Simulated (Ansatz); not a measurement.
Relaxation of CH₆O₂Si (10 atoms, charge 0, multiplicity 1), to a largest force component of 0.03 eV/Å in at most 50 steps.

All numbers below come from RKS PBE0/def2-SVP in Ansatz.

```xyz
10
Properties=species:S:1:pos:R:3:forces:R:3
Si -0.175 0.178 -0.451 1.24 0.51 -0.12
O 1.420 0.824 -0.570 -1.14 -0.13 0.25
O -0.040 -1.123 -1.480 0.02 -0.01 0.03
H 0.880 -1.042 -1.771 -0.12 -0.33 -0.22
H -1.169 1.172 -0.955 0.01 0.01 0.00
C -0.545 -0.336 1.292 0.01 0.01 0.00
H 1.494 1.664 -1.033 -0.02 -0.05 0.06
H -0.642 0.543 1.947 0.00 0.00 0.01
H 0.262 -0.974 1.680 0.00 0.00 0.01
H -1.486 -0.906 1.340 0.00 0.00 -0.01
```

Q: Where does it end, and by what steps?

A: It converged. The force dipped under the threshold on the way, but the program's further checks kept it going. After 16 steps the energy has fallen by 0.153 eV; H4 moved furthest, 0.68 Å.

```tsv
step	energy less start (eV)	largest force component (eV/Å)	accepted
0	0.0000	1.238	yes
1	-0.0598	0.792	yes
2	-0.1075	0.786	yes
3	-0.0756	0.811	no
4	-0.1068	1.358	no
5	-0.1276	0.207	yes
6	-0.1345	0.080	yes
7	-0.1423	0.115	yes
8	-0.0587	2.458	no
9	-0.1471	0.178	yes
10	-0.1502	0.046	yes
11	-0.1474	0.337	no
12	-0.1509	0.046	yes
13	-0.1521	0.014	yes
14	-0.1246	1.172	no
15	-0.1521	0.091	yes
16	-0.1527	0.007	yes
```

```xyz
10
Properties=species:S:1:pos:R:3
Si -0.030 0.186 -0.409
O 1.371 1.077 -0.280
O 0.186 -1.222 -1.270
H 0.372 -1.147 -2.209
H -1.053 1.034 -1.106
C -0.531 -0.322 1.298
H 1.574 1.689 -0.992
H -0.721 0.558 1.931
H 0.273 -0.912 1.763
H -1.440 -0.941 1.273
```

The run took 32 s on 2 threads of Arm Neoverse V1, on a shared host, peak memory 0.17 GiB.
